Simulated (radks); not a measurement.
Results of a calculation; reference values are marked as such.
Effect of the nuclear size on the gold ion Au+, [Xe] 4f14 5d10. Code: a radial shooting solver on a logarithmic mesh with Libxc functionals. Model: Dirac Kohn-Sham, PBE, spin-unpolarised, spherical densities, finite nucleus; Fermi nuclear charge, rms radius 5.4371 fm. The rms radius is varied about that value; shifts are against it.

| rms radius (fm) | total energy shift (eV) | density at nucleus (e/bohr^3) | 1s1/2 shift (meV) | 2s1/2 shift (meV) | 5s1/2 shift (meV) | 5p1/2 shift (meV) | 5d5/2 shift (meV) | 6s1/2 (empty) shift (meV) | 6p1/2 (empty) shift (meV) |
|---|---|---|---|---|---|---|---|---|---|
| 4.5835 | -28.3 | 2.295e+06 | -11400 | -1680 | -19.3 | -0.552 | 0.076 | -2.06 | -0.112 |
| 5.1924 | -8.42 | 2.183e+06 | -3380 | -499 | -5.73 | -0.165 | 0.023 | -0.611 | -0.033 |
| 5.4371 | 0 | 2.143e+06 | 0.000 | 0.000 | 0.000 | 0.000 | 0.000 | 0.000 | 0.000 |
| 5.6383 | 7.10 | 2.112e+06 | 2850 | 420 | 4.83 | 0.139 | -0.019 | 0.515 | 0.028 |
| 6.0189 | 20.9 | 2.058e+06 | 8400 | 1240 | 14.3 | 0.411 | -0.056 | 1.52 | 0.083 |

Slopes of the eigenvalues against <r^2> in GHz/fm^2, as finite differences over the two radii next to the reference (eigenvalue slopes, not the field-shift constants of lines): 1s1/2 312000, 2s1/2 46000, 5s1/2 529, 5p1/2 15.2, 5d5/2 -2.09, 6s1/2 (empty) 56.3, 6p1/2 (empty) 3.07.
